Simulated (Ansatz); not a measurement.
Reaction (ligand exchange at the Sn–C bond): `Cl[CH2][SnH3]` + CH₃OH → `C[O][SnH3]` + `CCl`

Computed with Ansatz on PBE0-D4/def2-TZVP structures; ΔE is electronic, products minus reactants. CBS: MP2 limit from def2 TZ/QZ plus the TZ coupled-cluster correction, frozen cores. This one scheme is used for every species. DFT in def2-TZVPP. HSE06 is defined as in plane-wave codes. def2 core potentials past Kr. For Sn outer-core shells are correlated without core-valence functions, which leaves a few kJ/mol of doubt a bond.

```csv
level,ΔE (kJ/mol)
LDA (SPW92),-32.6
BLYP-D4,-46.6
r2SCAN-D4,-44.1
r2SCANh-D4,-42.4
r2SCAN0,-40.5
HSE06,-36.6
CCSD(T)/def2-SVP,-42.6
CCSD/CBS(def2),-40.4
```

(1) What does CCSD(T)/CBS give? (Estimate.)

Largest T1 diagnostic among the species: 0.013.

Answers

(1) Ansatz gave: -39.9 kJ/mol. The listed levels differ from it by 7.3, -6.7, -4.2, -2.5, -0.6, 3.3, -2.7, -0.5 kJ/mol.

Leaving LDA and LC-ωPBE aside and taking each functional with its dispersion term where it has one, the values, not all of them listed here, spread over 14.9 kJ/mol, from B97M-V to HSE06-D4. LDA lies +6.2 kJ/mol from PBE without D4. From r2SCAN to r2SCAN0 (25 % exact exchange), in def2-TZVPP and without D4, ΔE moves by +3.7 kJ/mol.
